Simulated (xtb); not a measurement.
Cl3Ga, triplet, at a GFN2-xTB geometry (such geometries of metal compounds can be far from the true shape) (a higher spin typed on purpose: for a closed-shell molecule this is an excited state); xtb with GFN2-xTB.

Here is a job for xtb.
```
$ xtb mol.xyz --gfn 2 --uhf 2 --grad --json

# file mol.xyz
4

Ga    -0.45767992     0.06399269     0.53548351
Cl    -1.71403785    -1.30659704    -0.58862602
Cl     0.69151346     1.64016877    -0.81695315
Cl     1.85711718    -0.45026428     0.42910924
```

What the program printed (banner, timings and long lists left out):

```
   ID    Z sym.   atoms
    1   31 Ga     1
    2   17 Cl     2-4

           -------------------------------------------------
          |                Calculation Setup                |
           -------------------------------------------------

           -------------------------------------------------
          |                 G F N 2 - x T B                 |
           -------------------------------------------------

          ...................................................
          :                      SETUP                      :
          :.................................................:
          :  # basis functions                  40          :
          :  # atomic orbitals                  36          :
          :  # shells                           12          :
          :  # electrons                        24          :
          :  max. iterations                   250          :
          :  Hamiltonian                  GFN2-xTB          :
          :  restarted?                      false          :
          :  GBSA solvation                  false          :
          :  PC potential                    false          :
          :  electronic temp.          300.0000000     K    :
          :  accuracy                    1.0000000          :
          :  -> integral cutoff          0.2500000E+02      :
          :  -> integral neglect         0.1000000E-07      :
          :  -> SCF convergence          0.1000000E-05 Eh   :
          :  -> wf. convergence          0.1000000E-03 e    :
          :  Broyden damping             0.4000000          :
          :  net charge                          0          :
          :  unpaired electrons                  2          :
          ...................................................

 iter      E             dE          RMSdq      gap      omega  full diag
   1    -14.9253949 -0.149254E+02  0.103E+01    6.12       0.0  T
   2    -14.9267695 -0.137466E-02  0.628E+00    6.16       1.0  T
   3    -14.9268444 -0.748702E-04  0.963E-01    6.20       1.0  T
   4    -14.9270235 -0.179066E-03  0.246E-01    6.21       1.0  T
   5    -14.9270309 -0.742692E-05  0.149E-01    6.20       1.0  T
   6    -14.9270401 -0.918317E-05  0.614E-02    6.20       1.0  T
   7    -14.9270428 -0.270058E-05  0.539E-02    6.20       1.0  T
   8    -14.9270452 -0.244687E-05  0.185E-02    6.20       2.7  T
   9    -14.9270456 -0.362716E-06  0.937E-03    6.20       5.3  T
  10    -14.9270457 -0.841885E-07  0.690E-03    6.20       7.2  T
  11    -14.9270457 -0.778109E-07  0.276E-03    6.20      18.1  T
  12    -14.9270457 -0.520009E-08  0.426E-04    6.20     117.2  T
  13    -14.9270457 -0.348237E-10  0.179E-04    6.20     279.7  T

   *** convergence criteria satisfied after 13 iterations ***

 transition dipole moment (au) for excitation:          12          13
     X       Y       Z
  -0.1236   0.2217  -0.1321  total (au/Debye):    0.286   0.727
 dE (eV)             :    1.464
 oscillator strength :  0.41520E-02

         :::::::::::::::::::::::::::::::::::::::::::::::::::::
         ::                     SUMMARY                     ::
         :::::::::::::::::::::::::::::::::::::::::::::::::::::
         :: total energy             -14.924218079261 Eh    ::
         :: gradient norm              0.000012771224 Eh/a0 ::
         :: HOMO-LUMO gap              6.197914389126 eV    ::
         ::.................................................::
         :: SCC energy               -14.927044857478 Eh    ::
         :: -> isotropic ES            0.007184194642 Eh    ::
         :: -> anisotropic ES          0.000462801188 Eh    ::
         :: -> anisotropic XC          0.000515148212 Eh    ::
         :: -> dispersion             -0.003905185200 Eh    ::
         :: repulsion energy           0.002826778216 Eh    ::
         :: add. restraining           0.000000000000 Eh    ::
         :: total charge               0.000000000012 e     ::
[...]
         1        2.0000           -1.0873989             -29.5896
         2        2.0000           -1.0838891             -29.4941
         3        2.0000           -1.0678101             -29.0566
         4        2.0000           -0.5610098             -15.2659
         5        2.0000           -0.4979270             -13.5493
         6        2.0000           -0.4802826             -13.0692
         7        2.0000           -0.4717647             -12.8374
         8        2.0000           -0.4706641             -12.8074
         9        2.0000           -0.4642805             -12.6337
        10        2.0000           -0.4514062             -12.2834
        11        1.9999           -0.4510175             -12.2728
        12        1.0001           -0.4332398             -11.7891
        13        1.0000           -0.3794521             -10.3254 (HOMO)
        14                         -0.1516830              -4.1275 (LUMO)
        15                         -0.0889150              -2.4195
        16                         -0.0801982              -2.1823
        17                         -0.0212661              -0.5787
        18                         -0.0182732              -0.4972
        19                         -0.0179753              -0.4891
        20                         -0.0170347              -0.4635
        21                         -0.0164449              -0.4475
        22                         -0.0158928              -0.4325
        23                         -0.0137768              -0.3749
        24                         -0.0121353              -0.3302
       ...                                ...                  ...
        36                          1.2041740              32.7672
      -------------------------------------------------------------
                  HL-Gap            0.2277692 Eh            6.1979 eV
             Fermi-level           -0.3537271 Eh           -9.6254 eV

     #   Z          covCN         q      C6AA      α(0)
     1  31 Ga       2.302     0.128   215.494    32.920
     2  17 Cl       0.789    -0.100   102.134    15.460
     3  17 Cl       1.156    -0.014    99.646    15.272
     4  17 Cl       1.156    -0.014    99.646    15.272

 Mol. C6AA /au·bohr⁶  :       1956.946950
 Mol. C8AA /au·bohr⁸  :     119291.646120
 Mol. α(0) /au        :         78.924118

Wiberg/Mayer (AO) data.
largest (>0.10) Wiberg bond orders for each atom

 ---------------------------------------------------------------------------
     #   Z sym  total        # sym  WBO       # sym  WBO       # sym  WBO
 ---------------------------------------------------------------------------
     1  31 Ga   2.742 --     2 Cl   1.233     4 Cl   0.755     3 Cl   0.755
     2  17 Cl   1.397 --     1 Ga   1.233
     3  17 Cl   1.303 --     1 Ga   0.755     4 Cl   0.467
     4  17 Cl   1.303 --     1 Ga   0.755     3 Cl   0.467
 ---------------------------------------------------------------------------

Topologies differ in total number of bonds
Writing topology from bond orders to xtbtopo.mol

molecular dipole:
                 x           y           z       tot (Debye)
 q only:        0.147       0.231       0.251
   full:       -0.081       0.199       0.410       1.176
molecular quadrupole (traceless):
                xx          xy          yy          xz          yz          zz
 q only:       -0.756      -1.242      -0.160      -0.726      -0.274       0.915
  q+dip:       -1.253      -1.459      -0.394      -1.023       0.250       1.647
   full:       -2.376      -3.110       0.233      -0.841      -0.564       2.144

           -------------------------------------------------
          | TOTAL ENERGY              -14.924218079261 Eh   |
          | GRADIENT NORM               0.000012771224 Eh/α |
          | HOMO-LUMO GAP               6.197914389126 eV   |
           -------------------------------------------------

normal termination of xtb
```
